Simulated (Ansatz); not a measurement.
`CC[SiH](C)C[SiH](C)C[SiH](C)C[SiH](C)C`. Total charge 0; singlet. Geometry PBE-D4/def2-SVP.

Cartesian coordinates in Å:
```
C -3.5945 -3.7351 -2.2161
C -2.7473 -3.2223 -3.3887
Si -2.0679 -1.4577 -3.1681
C -3.4865 -0.2094 -3.0496
C -0.9837 -1.3460 -1.6142
Si 0.0614 0.2281 -1.4473
C 1.4189 0.2439 -2.7633
C 0.8330 0.3529 0.2813
Si 1.6348 2.0184 0.7084
C 0.2952 3.3311 0.9508
C 2.7162 1.8987 2.2634
Si 1.9140 1.1705 3.8206
C 2.8696 1.7099 5.3640
C 1.8684 -0.7207 3.7304
H -3.0147 -3.7508 -1.2694
H -4.4841 -3.0947 -2.0408
H -3.9657 -4.7671 -2.3881
H -3.3360 -3.2408 -4.3329
H -1.8803 -3.8969 -3.5657
H -1.2312 -1.1315 -4.3846
H -4.1248 -0.2431 -3.9561
H -4.1294 -0.4229 -2.1707
H -3.0989 0.8237 -2.9406
H -1.6444 -1.4357 -0.7234
H -0.2942 -2.2196 -1.5862
H -0.8382 1.4258 -1.6588
H 2.0953 -0.6264 -2.6326
H 2.0315 1.1651 -2.6934
H 0.9869 0.1888 -3.7827
H 0.0466 0.1449 1.0408
H 1.5899 -0.4572 0.3757
H 2.5172 2.4402 -0.4463
H -0.3580 3.0701 1.8085
H 0.7431 4.3256 1.1524
H -0.3415 3.4183 0.0471
H 3.0717 2.9272 2.4975
H 3.6256 1.3015 2.0303
H 0.4948 1.6810 3.9385
H 2.4118 1.2934 6.2846
H 3.9212 1.3585 5.3164
H 2.8845 2.8147 5.4612
H 2.8946 -1.1312 3.6280
H 1.2718 -1.0756 2.8670
H 1.4233 -1.1473 4.6526
```

Single mean-field runs in def2-TZVP are fitted with def2-universal-jkfit.

Problem. Estimate the orbital energies around the gap (eV) in Ansatz with HF/6-31G, HF/def2-TZVP, PBE-D4/def2-SVP, PBE-D4/def2-TZVP, r2SCAN-D4/def2-TZVP.

Solution. 
```json
{"orbital": "HOMO−13", "HF/6-31G": "-13.88", "HF/def2-TZVP": "-13.89", "PBE-D4/def2-SVP": "-8.86", "PBE-D4/def2-TZVP": "-8.92", "r2SCAN-D4/def2-TZVP": "-9.25"}
{"orbital": "HOMO−12", "HF/6-31G": "-13.15", "HF/def2-TZVP": "-13.21", "PBE-D4/def2-SVP": "-8.24", "PBE-D4/def2-TZVP": "-8.31", "r2SCAN-D4/def2-TZVP": "-8.65"}
{"orbital": "HOMO−11", "HF/6-31G": "-13.09", "HF/def2-TZVP": "-13.10", "PBE-D4/def2-SVP": "-8.16", "PBE-D4/def2-TZVP": "-8.24", "r2SCAN-D4/def2-TZVP": "-8.56"}
{"orbital": "HOMO−10", "HF/6-31G": "-12.68", "HF/def2-TZVP": "-12.69", "PBE-D4/def2-SVP": "-7.94", "PBE-D4/def2-TZVP": "-8.00", "r2SCAN-D4/def2-TZVP": "-8.33"}
{"orbital": "HOMO−9", "HF/6-31G": "-12.17", "HF/def2-TZVP": "-12.25", "PBE-D4/def2-SVP": "-7.62", "PBE-D4/def2-TZVP": "-7.68", "r2SCAN-D4/def2-TZVP": "-7.99"}
{"orbital": "HOMO−8", "HF/6-31G": "-12.01", "HF/def2-TZVP": "-12.10", "PBE-D4/def2-SVP": "-7.42", "PBE-D4/def2-TZVP": "-7.49", "r2SCAN-D4/def2-TZVP": "-7.81"}
{"orbital": "HOMO−7", "HF/6-31G": "-11.80", "HF/def2-TZVP": "-11.91", "PBE-D4/def2-SVP": "-7.28", "PBE-D4/def2-TZVP": "-7.35", "r2SCAN-D4/def2-TZVP": "-7.66"}
{"orbital": "HOMO−6", "HF/6-31G": "-11.72", "HF/def2-TZVP": "-11.86", "PBE-D4/def2-SVP": "-7.23", "PBE-D4/def2-TZVP": "-7.30", "r2SCAN-D4/def2-TZVP": "-7.61"}
{"orbital": "HOMO−5", "HF/6-31G": "-11.58", "HF/def2-TZVP": "-11.73", "PBE-D4/def2-SVP": "-7.19", "PBE-D4/def2-TZVP": "-7.26", "r2SCAN-D4/def2-TZVP": "-7.55"}
{"orbital": "HOMO−4", "HF/6-31G": "-11.49", "HF/def2-TZVP": "-11.62", "PBE-D4/def2-SVP": "-7.10", "PBE-D4/def2-TZVP": "-7.16", "r2SCAN-D4/def2-TZVP": "-7.46"}
{"orbital": "HOMO−3", "HF/6-31G": "-11.38", "HF/def2-TZVP": "-11.53", "PBE-D4/def2-SVP": "-7.02", "PBE-D4/def2-TZVP": "-7.08", "r2SCAN-D4/def2-TZVP": "-7.38"}
{"orbital": "HOMO−2", "HF/6-31G": "-11.07", "HF/def2-TZVP": "-11.21", "PBE-D4/def2-SVP": "-6.80", "PBE-D4/def2-TZVP": "-6.86", "r2SCAN-D4/def2-TZVP": "-7.14"}
{"orbital": "HOMO−1", "HF/6-31G": "-10.75", "HF/def2-TZVP": "-10.92", "PBE-D4/def2-SVP": "-6.62", "PBE-D4/def2-TZVP": "-6.68", "r2SCAN-D4/def2-TZVP": "-6.94"}
{"orbital": "HOMO", "HF/6-31G": "-10.23", "HF/def2-TZVP": "-10.41", "PBE-D4/def2-SVP": "-6.28", "PBE-D4/def2-TZVP": "-6.32", "r2SCAN-D4/def2-TZVP": "-6.57"}
{"orbital": "LUMO", "HF/6-31G": "4.83", "HF/def2-TZVP": "3.31", "PBE-D4/def2-SVP": "0.49", "PBE-D4/def2-TZVP": "0.00", "r2SCAN-D4/def2-TZVP": "0.55"}
{"orbital": "LUMO+1", "HF/6-31G": "4.97", "HF/def2-TZVP": "3.51", "PBE-D4/def2-SVP": "0.59", "PBE-D4/def2-TZVP": "0.14", "r2SCAN-D4/def2-TZVP": "0.62"}
{"orbital": "LUMO+2", "HF/6-31G": "5.16", "HF/def2-TZVP": "3.67", "PBE-D4/def2-SVP": "0.71", "PBE-D4/def2-TZVP": "0.24", "r2SCAN-D4/def2-TZVP": "0.69"}
{"orbital": "LUMO+3", "HF/6-31G": "5.41", "HF/def2-TZVP": "3.86", "PBE-D4/def2-SVP": "0.92", "PBE-D4/def2-TZVP": "0.40", "r2SCAN-D4/def2-TZVP": "0.92"}
{"orbital": "LUMO+4", "HF/6-31G": "5.42", "HF/def2-TZVP": "3.87", "PBE-D4/def2-SVP": "1.00", "PBE-D4/def2-TZVP": "0.43", "r2SCAN-D4/def2-TZVP": "1.01"}
{"orbital": "LUMO+5", "HF/6-31G": "5.52", "HF/def2-TZVP": "3.98", "PBE-D4/def2-SVP": "1.12", "PBE-D4/def2-TZVP": "0.51", "r2SCAN-D4/def2-TZVP": "1.06"}
```
